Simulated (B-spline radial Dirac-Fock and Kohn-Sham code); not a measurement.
**Auger parameter of selenium: the K level and its strongest K-LL line**

Calculated with a radial atomic solver, using Dirac-Fock (average of configuration) total-energy differences with a finite nucleus, the Breit interaction including its frequency dependence, and self-energy and vacuum-polarisation corrections. The modified Auger parameter α′ is the binding energy plus the kinetic energy of the Auger electron; it does not depend on the energy zero. For free ions it tends to fall with charge, since less charge screens the final holes.

| species | configuration | binding 1s (eV) | Auger line | kinetic (eV) | α′ (eV) |
| --- | --- | --- | --- | --- | --- |
| Se²⁻ (Watson 1.683 Å) | [Ar] 3d10 4s2 4p6 | 12660.2 | L2L3 J=2 | 9655.6 | 22315.8 |
| Se²⁻ (Watson 1.98 Å) | [Ar] 3d10 4s2 4p6 | 12659.3 | L2L3 J=2 | 9657.3 | 22316.6 |
| Se²⁻ (Watson 2.376 Å) | [Ar] 3d10 4s2 4p6 | 12658.1 | L2L3 J=2 | 9659.3 | 22317.4 |
| Se²⁺ | [Ar] 3d10 4s2 4p2 | 12690.3 | L2L3 J=2 | 9619.4 | 22309.7 |
| Se³⁺ | [Ar] 3d10 4s2 4p1 | 12705.4 | L2L3 J=2 | 9603.1 | 22308.5 |
| Se³⁺ (Watson 2.7 Å) | [Ar] 3d10 4s2 4p1 | 12689.4 | L2L3 J=2 | 9619.1 | 22308.5 |
| Se³⁺ (Watson 3 Å) | [Ar] 3d10 4s2 4p1 | 12691.0 | L2L3 J=2 | 9617.5 | 22308.5 |
| Se⁴⁺ | [Ar] 3d10 4s2 | 12721.9 | L2L3 J=2 | 9585.8 | 22307.7 |
| Se⁴⁺ (Watson 1.6 Å) | [Ar] 3d10 4s2 | 12686.0 | L2L3 J=2 | 9621.7 | 22307.7 |
| Se⁵⁺ | [Ar] 3d10 4s1 | 12740.8 | L2L3 J=2 | 9566.1 | 22306.8 |
| Se⁵⁺ (Watson 1.6 Å) | [Ar] 3d10 4s1 | 12695.8 | L2L3 J=2 | 9611.1 | 22306.8 |
| Se⁵⁺ (Watson 2 Å) | [Ar] 3d10 4s1 | 12704.8 | L2L3 J=2 | 9602.1 | 22306.8 |
| Se⁶⁺ | [Ar] 3d10 | 12761.0 | L2L3 J=2 | 9545.7 | 22306.7 |
| Se⁷⁺ | [Ar] 3d9 | 12799.1 | L2L3 J=2 | 9503.0 | 22302.2 |
